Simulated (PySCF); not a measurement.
**Correlation energy of Mn (manganese, neutral)**

[Ar] 3d5 4s1 4p1, high-spin 8P determinant (an excited configuration). All numbers are calculated (PySCF 2.14, scalar relativity by spin-free X2C-1e, in x2c-TZVPPall with one added diffuse shell each of s, p, d, f type (7s6p5d3f1g, 80 functions)). Frozen: [Ar]; 7 electrons correlated.

| level | correlation energy (mhartree) |
| --- | --- |
| CCSD | -98.67 |
| (T) | -1.77 |
| CCSD(T) | -100.44 |

Diagnostics: T1 = 0.012, D1 = 0.0296, largest double amplitude 0.029.

Cost of the coupled-cluster step: about 9 core-seconds, for 7 correlated electrons.
